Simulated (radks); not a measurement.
Spin polarisation of the 4p4 shell in the bromine ion Br+. Start: [Ar] 3d10 4s2 4p(up 2, down 2); electrons of 4p are moved from spin down to spin up, other shells keep equal spins. All-electron calculation, scalar-relativistic Kohn-Sham, r2SCAN, spin-polarised, spherical densities, finite nucleus; meta-GGA in the generalised Kohn-Sham scheme; Fermi nuclear charge, rms radius of each element as measured or else 0.836 A^(1/3) + 0.57 fm. Program: a radial shooting solver on a logarithmic mesh with Libxc functionals.

moment (Bohr magnetons)	E - E(0) (eV)	e(4p up) (eV)	e(4p down) (eV)	4s down minus up (eV)	3d down minus up (eV)
0	0.000	-17.797	-17.797	0.000	0.000
0.5	-0.070	-18.064	-17.504	0.592	0.074
1	-0.280	-18.308	-17.183	1.189	0.148
1.5	-0.634	-18.533	-16.830	1.794	0.223
2	-1.133	-18.739	-16.440	2.413	0.297

At moment 2 the spin-polarisation energy is -1.133 eV and the 4p exchange splitting 2.299 eV, that is 1.149 eV per Bohr magneton; E = -I m^2/4 would give I = 1.133 eV.
